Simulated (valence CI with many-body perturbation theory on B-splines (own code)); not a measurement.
# W⁶⁸⁺: electric-dipole lines

Method: configuration interaction combined with many-body perturbation theory (CI+MBPT): four valence electrons over a frozen Dirac-Fock core [He], radial functions for each j: 11 s, 11 p, 9 d, 7 f, 5 g, 2 h, 1 i, with the one-electron correlation potential Σ1, the two-electron term Σ2, the three-electron term Σ3, Breit, model QED; selected CI, second order for the rest (own B-spline code, finite nucleus).

The last digits are not significant, and no measured levels were compared; by estimate large intervals hold to a few tenths of a per cent, small ones and those within an open d or f shell to about a per cent. Among the levels kept, up to 270 cm⁻¹ of a level comes from second order outside the variational space, and about a tenth of that is noise between levels of different J, which matters for small intervals.

Lines 1 to 50 of 249 in falling wavelength, among levels below 946.21 Ry, chosen from the strongest by gf and those to the six lowest levels. Wavelengths and rates use the calculated energies. Electric multipoles are in the length gauge, E1 and E2 with the static RPA response of the core. Weak lines are less certain than strong ones. Lines between different terms over intervals too small for the method are left out, as are lines whose strength nearly cancels. The highest levels of a list are the least certain.

Levels are named by their leading jj configuration (3d3/2^4 stands for four electrons in 3d with j = 3/2), which in mixed levels can hold well under half, so a name can repeat and another be missing. Letters in brackets count levels of one name in rising energy.

```
λ vac (Å)                           Upper                           Lower   A (s⁻¹)  S (a.u.) with core polarisation  S without
    67.27      (2s 2p1/2 2p3/2 3d5/2) J=5      (2s 2p1/2 2p3/2 3p3/2) J=4  5.71e+10                         9.43e-02   9.43e-02
    66.90          (2s 2p1/2^2 3d5/2) J=3          (2s 2p1/2^2 3p3/2) J=2  5.80e+10                         6.00e-02   6.00e-02
    66.51  (2s 2p1/2 2p3/2 3d5/2) J=4 [a]  (2s 2p1/2 2p3/2 3p3/2) J=3 [a]  5.34e+10                         6.98e-02   6.98e-02
    66.09          (2s^2 2p3/2 3d5/2) J=3          (2s^2 2p3/2 3p3/2) J=2  4.02e+10                         4.01e-02   4.01e-02
    65.96  (2s 2p1/2 2p3/2 3d5/2) J=4 [b]  (2s 2p1/2 2p3/2 3p3/2) J=3 [b]  4.73e+10                         6.03e-02   6.03e-02
    65.96          (2s^2 2p3/2 3d5/2) J=4          (2s^2 2p3/2 3p3/2) J=3  4.56e+10                         5.81e-02   5.80e-02
    65.44  (2s 2p1/2 2p3/2 3d5/2) J=3 [a]  (2s 2p1/2 2p3/2 3p3/2) J=2 [a]  4.62e+10                         4.47e-02   4.47e-02
    63.97          (2s^2 2p1/2 3d5/2) J=3          (2s^2 2p1/2 3p3/2) J=2  6.11e+10                         5.52e-02   5.52e-02
    62.65          (2s 2p1/2^2 3d5/2) J=2          (2s 2p1/2^2 3p3/2) J=1  6.25e+10                         3.79e-02   3.79e-02
    53.66      (2s 2p1/2 2p3/2^2) J=2 [a]              (2s^2 2p3/2^2) J=2  2.43e+09                         9.26e-04   9.28e-04
    45.00          (2s 2p1/2 2p3/2^2) J=3              (2s^2 2p3/2^2) J=2  1.58e+10                         4.97e-03   4.97e-03
    43.67          (2s 2p1/2^2 2p3/2) J=2          (2s^2 2p1/2 2p3/2) J=2  1.42e+10                         2.91e-03   2.91e-03
    41.04          (2s 2p1/2^2 2p3/2) J=2          (2s^2 2p1/2 2p3/2) J=1  1.90e+10                         3.25e-03   3.25e-03
    34.31      (2s 2p1/2 2p3/2^2) J=1 [a]              (2s^2 2p3/2^2) J=2  3.04e+10                         1.82e-03   1.82e-03
    33.47      (2s 2p1/2 2p3/2^2) J=2 [b]              (2s^2 2p3/2^2) J=2  2.57e+10                         2.38e-03   2.38e-03
    33.32          (2s 2p1/2^2 2p3/2) J=1          (2s^2 2p1/2 2p3/2) J=2  5.52e+10                         3.02e-03   3.03e-03
    31.77          (2s 2p1/2^2 2p3/2) J=1          (2s^2 2p1/2 2p3/2) J=1  1.23e+10                         5.86e-04   5.87e-04
    26.07  (2s 2p1/2 2p3/2 3d3/2) J=3 [b]  (2s 2p1/2 2p3/2 3p1/2) J=2 [b]  3.68e+11                         2.25e-02   2.25e-02
    25.79  (2s 2p1/2 2p3/2 3d3/2) J=2 [d]  (2s 2p1/2 2p3/2 3p1/2) J=1 [c]  4.69e+11                         1.98e-02   1.98e-02
    25.65          (2s^2 2p1/2 3d3/2) J=1          (2s^2 2p1/2 3p1/2) J=0  5.21e+11                         1.30e-02   1.30e-02
    25.62  (2s 2p1/2 2p3/2 3d3/2) J=2 [b]  (2s 2p1/2 2p3/2 3p1/2) J=2 [b]  5.69e+11                         2.36e-02   2.36e-02
    25.13  (2s 2p1/2 2p3/2 3d3/2) J=1 [b]  (2s 2p1/2 2p3/2 3p1/2) J=2 [b]  8.05e+11                         1.89e-02   1.89e-02
    25.07  (2s 2p1/2 2p3/2 3d3/2) J=2 [a]  (2s 2p1/2 2p3/2 3p1/2) J=2 [a]  4.21e+11                         1.64e-02   1.64e-02
    25.05          (2s^2 2p3/2 3d3/2) J=2          (2s^2 2p3/2 3p1/2) J=2  4.08e+11                         1.58e-02   1.58e-02
    24.96          (2s^2 2p3/2 3d3/2) J=2          (2s^2 2p3/2 3p1/2) J=1  4.27e+11                         1.64e-02   1.64e-02
    24.94  (2s 2p1/2 2p3/2 3p3/2) J=1 [a]     (2s 2p1/2 2p3/2 3s) J=1 [a]  1.00e+12                         2.30e-02   2.30e-02
    24.89          (2s 2p1/2^2 3p3/2) J=1             (2s 2p1/2^2 3s) J=0  8.55e+11                         1.95e-02   1.95e-02
    24.88          (2s 2p1/2^2 3d3/2) J=1          (2s 2p1/2^2 3p1/2) J=0  5.83e+11                         1.33e-02   1.33e-02
    24.87  (2s 2p1/2 2p3/2 3d3/2) J=2 [c]  (2s 2p1/2 2p3/2 3p1/2) J=1 [b]  5.16e+11                         1.96e-02   1.96e-02
    24.63          (2s^2 2p3/2 3d3/2) J=3          (2s^2 2p3/2 3p1/2) J=2  8.75e+11                         4.52e-02   4.52e-02
    24.63  (2s 2p1/2 2p3/2 3d3/2) J=3 [c]  (2s 2p1/2 2p3/2 3p1/2) J=2 [c]  8.69e+11                         4.49e-02   4.49e-02
    24.57          (2s^2 2p3/2 3p3/2) J=1             (2s^2 2p3/2 3s) J=1  1.08e+12                         2.38e-02   2.38e-02
    24.57  (2s 2p1/2 2p3/2 3d3/2) J=3 [a]  (2s 2p1/2 2p3/2 3p1/2) J=2 [a]  7.94e+11                         4.07e-02   4.07e-02
    24.56  (2s 2p1/2 2p3/2 3p3/2) J=2 [b]     (2s 2p1/2 2p3/2 3s) J=2 [b]  8.88e+11                         3.24e-02   3.25e-02
    24.55          (2s 2p1/2^2 3d3/2) J=2          (2s 2p1/2^2 3p1/2) J=1  8.57e+11                         3.13e-02   3.13e-02
    24.53          (2s^2 2p1/2 3d3/2) J=2          (2s^2 2p1/2 3p1/2) J=1  8.75e+11                         3.19e-02   3.19e-02
    24.53  (2s 2p1/2 2p3/2 3d3/2) J=2 [a]  (2s 2p1/2 2p3/2 3p1/2) J=1 [a]  4.41e+11                         1.61e-02   1.61e-02
    24.49      (2s 2p1/2 2p3/2 3d3/2) J=4      (2s 2p1/2 2p3/2 3p1/2) J=3  8.53e+11                         5.56e-02   5.56e-02
    24.42  (2s 2p1/2 2p3/2 3p3/2) J=3 [c]     (2s 2p1/2 2p3/2 3s) J=2 [c]  1.17e+12                         5.86e-02   5.86e-02
    24.40  (2s 2p1/2 2p3/2 3p3/2) J=2 [c]     (2s 2p1/2 2p3/2 3s) J=1 [c]  1.16e+12                         4.16e-02   4.16e-02
    24.39  (2s 2p1/2 2p3/2 3d3/2) J=1 [a]  (2s 2p1/2 2p3/2 3p1/2) J=1 [a]  7.62e+11                         1.64e-02   1.64e-02
    24.34          (2s^2 2p3/2 3d3/2) J=1          (2s^2 2p3/2 3p1/2) J=1  7.42e+11                         1.58e-02   1.59e-02
    24.16          (2s^2 2p3/2 3p3/2) J=3             (2s^2 2p3/2 3s) J=2  1.41e+12                         6.86e-02   6.87e-02
    24.14  (2s 2p1/2 2p3/2 3p3/2) J=2 [a]     (2s 2p1/2 2p3/2 3s) J=1 [a]  6.19e+11                         2.15e-02   2.15e-02
    24.12  (2s 2p1/2 2p3/2 3p3/2) J=3 [a]     (2s 2p1/2 2p3/2 3s) J=2 [a]  1.37e+12                         6.64e-02   6.64e-02
    24.08  (2s 2p1/2 2p3/2 3d3/2) J=3 [b]      (2s 2p1/2 2p3/2 3p1/2) J=3  4.63e+11                         2.23e-02   2.24e-02
    23.98  (2s 2p1/2 2p3/2 3p3/2) J=3 [b]     (2s 2p1/2 2p3/2 3s) J=2 [b]  5.28e+11                         2.52e-02   2.52e-02
    23.97      (2s 2p1/2 2p3/2 3p3/2) J=4         (2s 2p1/2 2p3/2 3s) J=3  1.29e+12                         7.87e-02   7.88e-02
    23.82  (2s 2p1/2 2p3/2 3p3/2) J=1 [b]     (2s 2p1/2 2p3/2 3s) J=2 [b]  1.27e+12                         2.53e-02   2.54e-02
    23.64  (2s 2p1/2 2p3/2 3p3/2) J=2 [d]     (2s 2p1/2 2p3/2 3s) J=2 [c]  6.05e+11                         1.97e-02   1.97e-02
```
